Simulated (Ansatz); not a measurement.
Reaction (substitution at a C–C bond): `N=C[CH2][GaH][NH2]` + `OCS` → `N=CSCO` + `[CH3][GaH][NH2]`

Gas-phase electronic energies from Ansatz, PBE0-D4/def2-TZVP geometries. CCSD(T)/CBS is the MP2 limit (def2-TZVPP, def2-QZVPP) plus CCSD(T) − MP2 in def2-TZVPP, frozen cores. DFT in def2-TZVPP. For Ga outer-core shells are correlated without core-valence functions, which leaves a few kJ/mol of doubt a bond. Scalar relativity is left out up to krypton. One conformer a species, not always the lowest.

`N=C[CH2][GaH][NH2]`:

Z-matrix (Å, degrees):
```
C
C 1 1.483
Ga 1 1.989 2 110.0
H 1 1.093 2 111.7 3 -120.9
H 1 1.095 2 110.6 3 117.5
N 2 1.268 1 128.5 3 101.1
H 2 1.096 1 115.3 3 -76.7
N 3 1.813 1 116.2 2 -127.2
H 3 1.560 1 125.4 2 52.6
H 6 1.023 2 110.6 1 2.2
H 8 1.006 3 123.8 1 179.4
H 8 1.006 3 124.3 1 0.2
```

`OCS`:

Z-matrix (Å, degrees):
```
C
S 1 1.793
O 1 1.405 2 110.6
H 1 1.095 2 109.2 3 123.4
H 1 1.097 2 104.5 3 -120.8
H 2 1.343 1 96.4 3 -70.0
H 3 0.962 1 108.1 2 177.5
```

`N=CSCO`:

```xyz
10

N    -0.228    0.096   -1.921
C    -1.093   -0.417   -1.166
S    -1.087   -0.658    0.585
C     0.612   -0.203    0.999
O     0.927    1.146    0.818
H     0.576    0.465   -1.413
H    -2.022   -0.800   -1.595
H     0.741   -0.535    2.035
H     1.291   -0.775    0.364
H     0.284    1.681    1.294
```

`[CH3][GaH][NH2]`:

Z-matrix (Å, degrees):
```
C
Ga 1 1.962
H 1 1.093 2 110.5
H 1 1.093 2 110.4 3 118.4
H 1 1.091 2 111.7 3 -120.8
N 2 1.819 1 118.1 3 121.0
H 2 1.566 1 126.4 3 -59.0
H 6 1.006 2 124.0 1 -180.0
H 6 1.006 2 124.3 1 -0.0
```

CCSD(T)/CBS gives -5.1 kcal/mol.

Another level gave -3.9 kcal/mol. Which?
A. PBE0/def2-TZVPP
B. PBE-D4/def2-TZVPP
C. CCSD/def2-TZVPP
D. SCS-MP2/def2-TZVPP

C. CCSD/def2-TZVPP -3.9, PBE0 -6.0, SCS-MP2/def2-TZVPP -4.9, PBE-D4 -7.9 kcal/mol.

Largest T1 diagnostic among the species: 0.014.

From PBE to PBE0 (25 % exact exchange), in def2-TZVPP and without D4, ΔE moves by +1.7 kcal/mol. In def2-TZVPP, CCSD(T) changes the Hartree–Fock value by −3.6 kcal/mol (the triples alone add −1.2 kcal/mol) and MP2 by −4.4 kcal/mol.
